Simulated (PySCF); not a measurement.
**Vertical excitation energies**

Species: C3H4F2O2Si.
SMILES: `F/C=C1/OC[Si@H](F)O1`

Method: TDDFT CAM-B3LYP/def2-SVPD, vertical, gas phase, core orbitals frozen in the response (PySCF). Isolated species at its GFN2-xTB geometry, gas phase.

```csv
state,E (eV),λ (nm),f,"main configurations (H = HOMO, L = LUMO)"
S1,5.51,225.2,0.014,"H→L (62%), H→L+1 (34%)"
S2,5.91,209.9,0.010,"H→L+2 (28%), H→L+4 (21%), H→L+1 (20%)"
S3,6.21,199.8,0.015,"H→L+2 (48%), H→L+1 (31%), H→L (16%)"
S4,6.64,186.7,0.012,"H→L+4 (54%), H→L+2 (18%)"
S5,7.02,176.7,0.179,"H→L+5 (61%), H→L+3 (20%)"
S6,7.10,174.7,0.195,"H→L+6 (41%), H→L+5 (25%), H→L+3 (21%)"
S7,7.38,168.0,0.056,"H→L+3 (45%), H→L+6 (35%), H→L+4 (10%)"
S8,7.70,161.0,0.036,"H→L+7 (54%), H→L+8 (12%)"
```

Triplets, Tamm–Dancoff:

```tsv
state	E (eV)	λ (nm)	main configurations (H = HOMO, L = LUMO)
T1	4.27	290.1	H→L+5 (79%)
T2	5.40	229.7	H→L (52%), H→L+1 (38%)
T3	5.62	220.8	H→L+4 (27%), H→L+2 (23%), H→L (14%)
```

The lowest singlet comes at 225 nm (531 kJ/mol) in the ultraviolet; it is weak; its leading configuration is HOMO→LUMO (62%). The strongest level in the table is S6 at 7.10 eV (175 nm, f = 0.195). Löwdin shares by element: HOMO carbon 55% or more, oxygen 16% or more, fluorine 14% or more (atoms not listed hold the other 16%); LUMO silicon 37%, fluorine 13% or more, hydrogen 13% or more, carbon 10% or more (atoms not listed hold the other 27%). Orbital energies (eV): HOMO-3 -12.20, HOMO-2 -11.44, HOMO-1 -10.87, HOMO -7.66, LUMO 0.59, LUMO+1 1.04, LUMO+2 1.14. Of the 8 states listed, 8 reach f = 0.01 and none stays under 0.0005. The listed states span 2.19 eV, and the widest gap between neighbours is 0.44 eV (S3 to S4). The window holds the lowest 8 singlets.

The run took 69 s (grids of density and orbitals included) on one thread of an Arm Neoverse N1, no GPU, on a shared host, and the process peaked at 0.93 GiB of memory.
